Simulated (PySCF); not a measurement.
Fine-structure interval of Pt(73+) by level of theory

Pt(73+) [He] 2s2 2p1 [2p1/2^1, M_J = 1/2] → Pt(73+) [He] 2s2 2p1 [2p3/2^1, M_J = 3/2], as a difference of total energies. Calculation: PySCF 2.14, in an uncontracted even-tempered set (16 s from 62 bohr⁻², ratio 2.4; 13 p from 81 bohr⁻², ratio 2.4; 5 d from 260 bohr⁻², ratio 2.6; 4 f from 390 bohr⁻², ratio 2.6); the two-component X2C-1e Hamiltonian. Correlated levels: nothing frozen; the 28 highest virtual spinors dropped. "Screened" scales the spin-orbit matrix elements by Boettger's factors to mimic the two-electron term; Breit and QED terms are absent.

```tsv
method	fine-structure interval (cm⁻¹)
GHF (screened spin-orbit)	15162000
GMP2 (screened spin-orbit)	15141000
GHF (bare spin-orbit)	15615000
```
